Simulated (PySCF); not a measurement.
Compound: C6H5F3.
SMILES: `FC(F)(F)C#CC1CC1`

Theory: TDDFT CAM-B3LYP/def2-SVPD, vertical, gas phase, core orbitals frozen in the response in PySCF. Geometry: PBE0-D3(BJ)/def2-SVP; no solvent, vibrations or thermal averaging.

Computed states:

| state | E (eV) | f |
| --- | --- | --- |
| S1 | 5.94 | 0.0003 |
| S2 | 6.36 | 0.019 |
| S3 | 6.55 | 0.0006 |
| S4 | 7.56 | 0.029 |
| S5 | 8.05 | 0.071 |
| S6 | 8.15 | 0.0083 |
| S7 | 8.41 | 0.481 |
| S8 | 8.43 | 0.0030 |
| S9 | 8.58 | 0.033 |
| S10 | 8.85 | 0.472 |

Broadening: Gaussians 0.25 eV wide at half height, area fixed by f = 4.319×10⁻⁹ ∫ε dν̃. The width is an assumption, not a result. The curve ends short of the highest state used, and states not computed would add to its high-energy end.

Task: What does the envelope look like, and where are its maxima?

Result: 
E (eV), ε (L mol⁻¹ cm⁻¹) and a bar:
```
     5.56          0 
     5.68          1 
     5.80         12 
     5.91         27 
     6.03         34 
     6.15        277 
     6.26       1295 ##
     6.38       2092 ###
     6.50        988 ##
     6.62        172 
     6.73         23 
     6.85          1 
     6.97          0 
     7.08          0 
     7.20         11 
     7.32        256 
     7.43       1509 ##
     7.55       3069 #####
     7.67       1751 ###
     7.78        618 #
     7.90       2774 ####
     8.02       7771 ############
     8.13       8441 #############
     8.25      19083 ##############################
```

Maxima: 208 nm (5.97 eV), ε about 29, made up of S1 (94%) (hardly more than a shoulder); 195 nm (6.37 eV), ε about 2100, made up of S2 (99%); 164 nm (7.56 eV), ε about 3100, made up of S4 (100%); 153 nm (8.08 eV), ε about 8600, made up of S5 (87%) (hardly more than a shoulder) (ε in L mol⁻¹ cm⁻¹; maxima over ε = 5, shares over 10%). At its high-energy end, 8.25 eV, the curve is still rising (ε about 19000, from S7).

Task: What would ε be at 8.08 eV, the highest of these maxima, with half the width (0.125 eV)?

Result: About 14200 L mol⁻¹ cm⁻¹ against 8560, a factor of about 1.7; a lone state at its own centre would give exactly 2.

Task: On this curve, what absorbance would a 10⁻⁴ mol/L sample give at 193 nm over a 1 cm path?

Result: 193 nm is 6.424 eV, where ε is about 1800 L mol⁻¹ cm⁻¹, so A = ε c l ≈ 0.18 (Beer–Lambert, with the gas-phase spectrum and the assumed width).

Task: Coming from long wavelengths, where does ε first pass 100 L mol⁻¹ cm⁻¹?

Result: At about 203 nm (6.10 eV), 0.16 eV above S1.

The vertical ionisation energy (ΔSCF) is 10.10 eV, 1.25 eV above S10.
